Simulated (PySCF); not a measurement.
PySCF job for Al(Cl) cation (AlCl), SMILES [Al][Cl] (connectivity only; charge and spin as stated), charge +1, multiplicity 2, TDA-LC-ωPBE/def2-TZVPD. Geometry: B3LYP-D3(BJ)/def2-TZVPD. The multiplicity is an assumed one; other spin states were not compared.

```python
import numpy as np
from pyscf import gto, scf, dft, tdscf

mol = gto.M(
    atom='''
    Al    0.00000000    0.00000000   -1.15400832
    Cl    0.00000000    0.00000000    0.88247695
    ''',
    basis='def2-TZVPD',
    charge=1,
    spin=1,
    max_memory=1600,
    verbose=4,
)
mf = dft.UKS(mol, xc='lc_wpbe').density_fit(auxbasis='def2-universal-jkfit')
mf.grids.level = 3
mf.conv_tol = 1e-9
mf.max_cycle = 100
mf.kernel()
fine, coarse = mf.grids, dft.Grids(mol).set(level=1).build(with_non0tab=True)
for _ in range(3):  # follow internal instabilities
    mf.grids = coarse
    mo, _, stable, _ = mf.stability(return_status=True, nroots=4)
    mf.grids = fine
    if stable:
        break
    mf.kernel(mf.make_rdm1(mo, mf.mo_occ))
mf.grids = dft.Grids(mol).set(level=1).build(with_non0tab=True)  # coarser grid for the response kernel
td = tdscf.TDA(mf)
td.nstates = 10
td.conv_tol = 1e-4
td.kernel(x0=td.get_init_guess(mf, 15))
td.analyze()
```

Program output:

```
PySCF version 2.14.0

[INPUT] verbose = 4
[INPUT] num. atoms = 2
[INPUT] num. electrons = 29
[INPUT] charge = 1
[INPUT] spin (= nelec alpha-beta = 2S) = 1
[INPUT] symmetry False subgroup None
[INPUT] Mole.unit = angstrom
[INPUT] Symbol           X                Y                Z      unit          X                Y                Z       unit  Magmom
[INPUT]  1 Al     0.000000000000   0.000000000000  -1.154008320000 AA    0.000000000000   0.000000000000  -2.180759670269 Bohr   0.0
[INPUT]  2 Cl     0.000000000000   0.000000000000   0.882476950000 AA    0.000000000000   0.000000000000   1.667639746741 Bohr   0.0

nuclear repulsion = 57.4264716451006
number of shells = 31
number of NR pGTOs = 141
number of NR cGTOs = 89
basis = def2-TZVPD
ecp = {}


[settings echo left out]
init E= -702.466139873732
  alpha nocc = 15  HOMO = -0.270066834766535  LUMO = -0.0125616224958005
  beta  nocc = 14  HOMO = -0.481597262583461  LUMO = -0.270066834766531

WARN: HOMO -0.270066834766535 >= LUMO -0.270066834766531

cycle= 1 E= -702.09156645853  delta_E= 0.375  |g|= 0.24  |ddm|= 0.976
  alpha nocc = 15  HOMO = -0.651236411301733  LUMO = -0.233825776497388
  beta  nocc = 14  HOMO = -0.655135223191085  LUMO = -0.385392463437597
  HOMO = -0.651236411302  LUMO = -0.385392463438  gap/eV = 7.23398
cycle= 2 E= -702.131098749619  delta_E= -0.0395  |g|= 0.174  |ddm|= 0.586
  alpha nocc = 15  HOMO = -0.643503365435549  LUMO = -0.202965641022805
  beta  nocc = 14  HOMO = -0.690426034022287  LUMO = -0.351397931991869
  HOMO = -0.643503365436  LUMO = -0.351397931992  gap/eV = 7.94859
cycle= 3 E= -702.144657342557  delta_E= -0.0136  |g|= 0.0314  |ddm|= 0.164
  alpha nocc = 15  HOMO = -0.639300412947314  LUMO = -0.192080638283209
  beta  nocc = 14  HOMO = -0.683251857663992  LUMO = -0.334724623396891
  HOMO = -0.639300412947  LUMO = -0.334724623397  gap/eV = 8.28793
cycle= 4 E= -702.145912461879  delta_E= -0.00126  |g|= 0.0132  |ddm|= 0.0764
  alpha nocc = 15  HOMO = -0.640239820120037  LUMO = -0.189763501773249
  beta  nocc = 14  HOMO = -0.684161212521201  LUMO = -0.329830607531051
  HOMO = -0.64023982012  LUMO = -0.329830607531  gap/eV = 8.44666
cycle= 5 E= -702.146296223044  delta_E= -0.000384  |g|= 0.0056  |ddm|= 0.043
  alpha nocc = 15  HOMO = -0.640851520370084  LUMO = -0.189927808075892
  beta  nocc = 14  HOMO = -0.682781803561857  LUMO = -0.329045364098175
  HOMO = -0.64085152037  LUMO = -0.329045364098  gap/eV = 8.48468
cycle= 6 E= -702.146392299254  delta_E= -9.61e-05  |g|= 0.00197  |ddm|= 0.0217
  alpha nocc = 15  HOMO = -0.641104100642394  LUMO = -0.190134267719233
  beta  nocc = 14  HOMO = -0.683217641267966  LUMO = -0.329229643450304
  HOMO = -0.641104100642  LUMO = -0.32922964345  gap/eV = 8.48654
cycle= 7 E= -702.146405900079  delta_E= -1.36e-05  |g|= 0.000742  |ddm|= 0.00823
  alpha nocc = 15  HOMO = -0.641068093780532  LUMO = -0.190081107582572
  beta  nocc = 14  HOMO = -0.682997650195435  LUMO = -0.329213718778313
  HOMO = -0.641068093781  LUMO = -0.329213718778  gap/eV = 8.48599
cycle= 8 E= -702.146406955144  delta_E= -1.06e-06  |g|= 0.000223  |ddm|= 0.00291
  alpha nocc = 15  HOMO = -0.641048552054329  LUMO = -0.190060353504046
  beta  nocc = 14  HOMO = -0.683014122927864  LUMO = -0.329230014102492
  HOMO = -0.641048552054  LUMO = -0.329230014102  gap/eV = 8.48501
cycle= 9 E= -702.146407083271  delta_E= -1.28e-07  |g|= 6.21e-05  |ddm|= 0.00086
  alpha nocc = 15  HOMO = -0.641048555819108  LUMO = -0.190054879840721
  beta  nocc = 14  HOMO = -0.683009789366309  LUMO = -0.32923068563132
  HOMO = -0.641048555819  LUMO = -0.329230685631  gap/eV = 8.48500
cycle= 10 E= -702.146407093669  delta_E= -1.04e-08  |g|= 2.65e-05  |ddm|= 0.000223
  alpha nocc = 15  HOMO = -0.64104800111787  LUMO = -0.190051550265959
  beta  nocc = 14  HOMO = -0.683007254379144  LUMO = -0.32922973326168
  HOMO = -0.641048001118  LUMO = -0.329229733262  gap/eV = 8.48501
cycle= 11 E= -702.146407095523  delta_E= -1.85e-09  |g|= 1.18e-05  |ddm|= 7.9e-05
  alpha nocc = 15  HOMO = -0.641050215483492  LUMO = -0.190051611036035
  beta  nocc = 14  HOMO = -0.683008943923243  LUMO = -0.329229949649097
  HOMO = -0.641050215483  LUMO = -0.329229949649  gap/eV = 8.48506
cycle= 12 E= -702.146407095929  delta_E= -4.07e-10  |g|= 4.84e-06  |ddm|= 3.84e-05
  alpha nocc = 15  HOMO = -0.641049816817887  LUMO = -0.190051270902803
  beta  nocc = 14  HOMO = -0.683009965008411  LUMO = -0.329229727623343
  HOMO = -0.641049816818  LUMO = -0.329229727623  gap/eV = 8.48506
Extra cycle  E= -702.146407095969  delta_E= -3.93e-11  |g|= 2.88e-06  |ddm|= 8.65e-06
converged SCF energy = -702.146407095969  <S^2> = 0.75334157  2S+1 = 2.0033388
tot grids = 12672
uhf_internal: lowest eigs of H = [0.25218618 0.25218667 0.33921257 0.33923964]
<class 'pyscf.df.df_jk.DFUKS'> wavefunction is stable in the internal stability analysis
tot grids = 12672


******** <class 'pyscf.tdscf.uks.TDA'> for <class 'pyscf.df.df_jk.DFUKS'> ********
nstates = 10
deg_eia_thresh = 1.000e-03
wfnsym = None
conv_tol = 0.0001
eigh lindep = 1e-12
eigh level_shift = 0
eigh max_cycle = 100


Excitation energies (eV)
[3.62951224 3.62951224 4.76527507 4.76527507 5.57932415 6.43475096
 6.43479793 6.51483351 6.58532517 7.3765096 ]

** Excitation energies and oscillator strengths **
Excited State   1:      3.62951 eV    341.60 nm  f=0.0009
      14b ->   15b      0.97177
      14b ->   18b      0.11780
Excited State   2:      3.62951 eV    341.60 nm  f=0.0009
      13b ->   15b     -0.97177
      13b ->   18b     -0.11780
Excited State   3:      4.76528 eV    260.18 nm  f=0.1038
      15a ->   16a     -0.97218
      15a ->   17a     -0.10417
Excited State   4:      4.76528 eV    260.18 nm  f=0.1038
      15a ->   16a      0.10417
      15a ->   17a     -0.97218
Excited State   5:      5.57932 eV    222.22 nm  f=0.0286
      13a ->   17a      0.28865
      14a ->   16a      0.28865
      15a ->   18a     -0.13595
      12b ->   15b     -0.87234
Excited State   6:      6.43475 eV    192.68 nm  f=0.0000
      13a ->   16a     -0.28670
      13a ->   17a     -0.61325
      14a ->   16a      0.61325
      14a ->   17a     -0.28670
      13b ->   16b     -0.12460
      14b ->   17b     -0.12460
Excited State   7:      6.43480 eV    192.68 nm  f=0.0000
      13a ->   16a      0.61325
      13a ->   17a     -0.28670
      14a ->   16a      0.28670
      14a ->   17a      0.61325
      13b ->   17b     -0.12461
      14b ->   16b      0.12461
Excited State   8:      6.51483 eV    190.31 nm  f=0.0096
      13a ->   16a     -0.12951
      13a ->   17a     -0.47037
      14a ->   16a     -0.47037
      14a ->   17a      0.12951
      15a ->   18a     -0.20696
      12b ->   15b     -0.33259
      13b ->   17b      0.38845
      14b ->   16b      0.38845
Excited State   9:      6.58533 eV    188.27 nm  f=0.0000
      13a ->   16a      0.66918
      13a ->   17a     -0.18425
      14a ->   16a     -0.18425
      14a ->   17a     -0.66918
Excited State  10:      7.37651 eV    168.08 nm  f=0.0000
      13a ->   17a      0.13116
      14a ->   16a     -0.13116
      13b ->   16b     -0.61717
      13b ->   17b      0.26596
      14b ->   16b     -0.26596
      14b ->   17b     -0.61717

** Transition electric dipole moments (AU) **
state          X           Y           Z        Dip. S.      Osc.
  1        -0.0421      0.0926      0.0000      0.0104      0.0009
  2        -0.0926     -0.0421     -0.0000      0.0104      0.0009
  3        -0.4184     -0.8450     -0.0000      0.8890      0.1038
  4        -0.8450      0.4184      0.0000      0.8890      0.1038
  5         0.0000      0.0000      0.4577      0.2095      0.0286
  6        -0.0000     -0.0000     -0.0000      0.0000      0.0000
  7         0.0000      0.0000     -0.0000      0.0000      0.0000
  8        -0.0000     -0.0000      0.2447      0.0599      0.0096
  9        -0.0000      0.0000     -0.0000      0.0000      0.0000
 10        -0.0000     -0.0000      0.0000      0.0000      0.0000

** Transition velocity dipole moments (imaginary part, AU) **
state          X           Y           Z        Dip. S.      Osc.
  1        -0.0146      0.0321      0.0000      0.0012      0.0062
  2        -0.0321     -0.0146     -0.0000      0.0012      0.0062
  3        -0.0495     -0.1000     -0.0000      0.0125      0.0474
  4        -0.1000      0.0495      0.0000      0.0125      0.0474
  5         0.0000      0.0000      0.0620      0.0038      0.0125
  6         0.0000      0.0000     -0.0000      0.0000      0.0000
  7         0.0000     -0.0000     -0.0000      0.0000      0.0000
  8        -0.0000     -0.0000     -0.0030      0.0000      0.0000
  9        -0.0000      0.0000     -0.0000      0.0000      0.0000
 10        -0.0000     -0.0000     -0.0000      0.0000      0.0000

** Transition magnetic dipole moments (imaginary part, AU) **
state          X           Y           Z
  1         0.1021      0.0464      0.0000
  2        -0.0464      0.1021     -0.0000
  3         1.0350     -0.5125      0.0000
  4        -0.5125     -1.0350      0.0000
  5         0.0000      0.0000     -0.0000
  6         0.0000      0.0000     -0.0000
  7        -0.0000     -0.0000      0.0000
  8        -0.0000     -0.0000      0.0000
  9        -0.0000     -0.0000     -0.0000
 10        -0.0000      0.0000     -0.0000
```

The run converged.
